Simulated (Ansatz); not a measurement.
H₃O₂SbTe, SMILES [OH][Sb]([OH])[TeH].

Coordinates come from a PBE-D3(BJ)/def2-SVP optimisation. The def2 effective core potentials stand for the cores of Sb, Te; spin–orbit coupling is left out. One conformer was computed; it need not be the lowest.

Two levels are set side by side: PBE/def2-SVPD (Ansatz, a quantum-chemistry and plane-wave program) and PBE0/def2-SVPD (Ansatz). Energy differences of separate SCF runs at the same geometry; the states with an electron removed or added have multiplicity 2 and 2. Differences are taken from unrounded values.

```tsv
quantity	PBE0
vertical ionisation energy (eV)	8.69
vertical electron affinity (eV)	0.40
vertical singlet–triplet gap (eV)	3.22
```

Problem. What does PBE give, and how far is it from PBE0? (The exact figures need the calculation; the answer reports its results.)

Solution. 
| quantity | PBE | PBE minus PBE0 |
|---|---|---|
| vertical ionisation energy (eV) | 8.57 | -0.12 |
| vertical electron affinity (eV) | 0.37 | -0.03 |
| vertical singlet–triplet gap (eV) | 3.19 | -0.03 |
